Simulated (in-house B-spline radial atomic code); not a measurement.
Configurations of the gallium ion Ga⁴⁺, with energies counted from [Ar] 3d9. Computed with a radial B-spline atomic code at the basis-set limit: non-relativistic PBE0, spin-polarised, spherical fractional occupations, point nucleus. Shells without spins written out take the highest spin.

Caution: exact exchange at fractional occupations of open shells leaves self-interaction of up to several eV.

Occupations are held fixed; configurations that lie above the ionisation limit could autoionise.

```
                                              configuration  E - E(ref) (eV)  highest orbital  its <r> (bohr)
                                               [Ar] 3d8 4s1           29.397            4s up           1.778
                                               [Ar] 3d8 4p1           41.129            4p up           1.995
                             [Ne] 3s2 3p(3 up, 2 down) 3d10           81.052          3d down          0.7409
                                       [Ne] 3s2 3p5 3d9 4s1           112.06            4s up           1.775
[Ne] 3s2 3p(3 up, 2 down) 3d(5 up, 4 down) 4s(0 up, 1 down)           112.59          4s down           1.788
                                       [Ne] 3s2 3p5 3d9 4d1           139.59            4d up           2.572
```

(1) Order these further configurations by energy, lowest first.
A. [Ar] 3d(3 up, 5 down) 4f(1 up, 0 down)
B. [Ar] 3d8 4f1
C. [Ne] 3s2 3p5 3d9 4p1
D. [Ne] 3s2 3p(2 up, 3 down) 3d(5 up, 4 down) 4f(1 up, 0 down)
E. [Ar] 3d8 4d1

(2) How far above the reference does [Ne] 3s2 3p5 3d9 4f1 lie?

Answers

(1) E (56.841 eV), B (68.076 eV), A (68.138 eV), C (123.82 eV), D (152.92 eV).

(2) 150.85 eV; its least bound orbital is 4f up with <r> = 3.501 bohr.
